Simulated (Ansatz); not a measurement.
Job for Ansatz (a quantum-chemistry and plane-wave program): R-CCSD(T)/cc-pV(D+d)Z on CH2S (SMILES C=S), 2S+1 = 1, a spin state set in the input, which need not be the lowest. Files ending in .json are basis or fitting sets from the Basis Set Exchange.

Ansatz 0.2 input:
```yaml
crystal:
  periodic: [false, false, false]
  atoms:
    - {symbol: C, position_ang: [-0.98855101, 0.13181649, 0.22294557]}
    - {symbol: S, position_ang: [0.56452001, -0.07527487, -0.12731486]}
    - {symbol: H, position_ang: [-1.56079280, 0.97866225, -0.15231854]}
    - {symbol: H, position_ang: [-1.54022127, -0.56516332, 0.85168289]}
basis:
  gaussian:
    orbitals: cc-pV_D+d_Z.json
magnetization: {spin_polarized: false}
correlation: {method: ccsd_t, electrons: outside_noble_gas}
scf: {omitted_lower_state_checks: [cluster_reference]}
```

The log:

```
Functional definition: HF
[...]
these checks for a lower state are left out or cut short: cluster_reference
integrals: 0.01 GiB planned
446 factors; integrals over basis functions are off by at most 1.0e-3 eV
mean field: 0.07 GiB planned
mean field evaluation 1: about -11878.1095 eV, gradient 1.2e1 eV
mean field evaluation 2: about -11878.1124 eV, gradient 1.2e1 eV
mean field evaluation 4: about -11878.6594 eV, gradient 2.5e0 eV
mean field evaluation 8: about -11878.6770 eV, gradient 3.3e-4 eV
mean field -11878.67703634 eV, -436.5333294290 hartree, gradient 6.1e-6 eV, S^2 0.000000; 0 other end points of the search recorded, 0 dependent functions left out; unrestricted orbitals would lower it
6 core orbitals not correlated
reference -11878.67703634 eV, -436.5333294290 hartree; 6, 6 occupied and 35, 35 virtual orbitals, 446 factors
second order -7.27783869 eV of doubles, -0.00000000 eV of singles
coupled cluster: 0.07 GiB planned
cycle   1  -7.68820580 eV  change   -4.1e-1 eV  update   7.7e-2
cycle   2  -7.95735571 eV  change   -2.7e-1 eV  update   2.7e-2
cycle   3  -8.02351819 eV  change   -6.6e-2 eV  update   1.5e-2
cycle   4  -8.02101731 eV  change    2.5e-3 eV  update   4.4e-3
cycle   5  -8.02175634 eV  change   -7.4e-4 eV  update   1.6e-3
cycle   6  -8.02144356 eV  change    3.1e-4 eV  update   3.8e-4
cycle   7  -8.02150206 eV  change   -5.8e-5 eV  update   9.9e-5
cycle   8  -8.02149329 eV  change    8.8e-6 eV  update   3.3e-5
cycle   9  -8.02148370 eV  change    9.6e-6 eV  update   7.4e-6
coupled cluster: 0.07 GiB planned
perturbative correction -0.30758741 eV, -0.0113036287 hartree
Total energy: -11887.00610745 eV, -436.8394171467 hartree
Checks for a lower state left out: cluster_reference
```

Self-consistency was reached.

Cost: very roughly 1.3 core-seconds.
